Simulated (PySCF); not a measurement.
Gas-phase reaction: Ge₂H₆ + 3 Cl₂ + 4 N → 2 GeHCl₃ + 2 N₂H₂

Energies from PySCF, thermal terms from the rigid-rotor harmonic-oscillator model, ideal gas at 1 bar. † marks an energy on the PBE0/def2-TZVP geometry and frequencies; other levels use their own. 6-31G* has spherical d functions here. Open shells (unrestricted): N (multiplicity 4); the rest are closed-shell singlets. Ge: all electrons, no relativistic terms.

```tsv
level	ΔH°(298 K), kJ
HF/6-31G*	-1349
HF/def2-TZVP†	___
PBE/def2-TZVP†	-2486
PBE0/def2-SVP†	-2427
PBE0/def2-TZVP	___
r2SCAN/def2-TZVP†	-2337
LDA/def2-TZVP†	___
ωB97M-V/def2-TZVP†	___
```

**Question.** Complete the blanks.

**Answer.** 
- HF/def2-TZVP†, ΔH°(298 K), kJ: -1404
- PBE0/def2-TZVP, ΔH°(298 K), kJ: -2370
- LDA/def2-TZVP†, ΔH°(298 K), kJ: -2770
- ωB97M-V/def2-TZVP†, ΔH°(298 K), kJ: -2393
